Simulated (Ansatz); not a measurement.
Diatomic SnCl, multiplicity 2 (lowest of 2S+1 = 2, 4 at CCSD(T)/def2-TZVPP on PBE0 minima; our sources give no spin for the ground state, which may be another). No spin–orbit coupling.

Seven points along R, fitted to fifth degree in 1/R; most abundant isotopes. In def2 and cc sets the state is the lowest found near the PBE0 minimum, followed along R.

Programs: Ansatz (a first-principles code) with Gaussian orbitals. Each number belongs to the level named beside it. In def2 rows elements past Kr take small-core potentials, without spin–orbit coupling.

Energies at wB97M-V/def2-TZVPP:

```tsv
R (Å)	E (hartree)
2.201933	-674.47006673
2.261125	-674.47491657
2.315581	-674.47719974
2.377141	-674.47779309
2.438700	-674.47673267
2.509730	-674.47394783
2.592599	-674.46916126
```

**Question.** With a reduced mass of 27.0731 u, find the minimum, the force constant and the constants.

**Answer.** A fifth-degree polynomial in 1/R puts the minimum at r_e = 2.3660 Å with force constant 198 N/m. Then ω_e = (1/2πc)√(k/μ) = 353 cm⁻¹ and B_e = h/(8π²cμr_e²) = 0.1112 cm⁻¹; the cubic and quartic terms give α_e = 0.00048 and ω_e x_e = 1.1 cm⁻¹.
